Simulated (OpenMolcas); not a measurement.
An OpenMolcas run meant for C (ANO-R1, X2C; inactive shells 1s; intended active space 4 electrons in 8 orbitals (2s 2p 3s 3p)). One step of its input:

```
&CASPT2
Multistate=3 1 2 3
Frozen=0 0
IPEA=3.0
Imaginary=0.1
MaxIter=60
WThr=0.0 0.3 0.05
PrWF=0.5
NoMix
```

The run finished. Its levels beside those of a sound run (SS-CASPT2, IPEA 0.25 Eh, imaginary shift 0.1 Eh (closed shells correlated: 1s)), in cm⁻¹ above each run's lowest level:

| Level | This run | Usual run |
| --- | --- | --- |
| 2s² 2p² ³P₀ | 0.0 | 0.0 |
| 2s² 2p² ³P₁ | 14.1 | 14.1 |
| 2s² 2p² ³P₂ | 42.1 | 42.1 |
| 2s² 2p² ¹D₂ | 11285 | 11682 |
| 2s² 2p² ¹S₀ | 21204 | 22815 |
| 2s 2p³ ⁵S°₂ | 28300 | 30207 |
| 2s 2p³ ³D°₁ | 66739 | 65180 |
| 2s 2p³ ³D°₂ | 66742 | 65184 |
| 2s 2p³ ³D°₃ | 66747 | 65188 |
| 2s 2p³ ³P°₀ | 78076 | 78278 |
| 2s 2p³ ³P°₁ | 78079 | 78281 |
| 2s 2p³ ³P°₂ | 78083 | 78285 |

Which setting is unsound, and how much does it matter here?

The IPEA shift is far above its usual 0.25 hartree. Against the sound run the excited levels shown move by 840 cm-1 on average and by 1900 cm-1 at most.

Term energies are means over components that CASPT2 splits; among the terms shown or strongly mixed into the levels shown the widest spread is 220 cm-1 (2s² 2p² ¹D, this run). Active for correlation alone: 3p 3s; no level in the range computed is led by a configuration that fills them, so any true level of that kind is missing. Levels of configurations outside the active space are missing.

° marks odd parity.
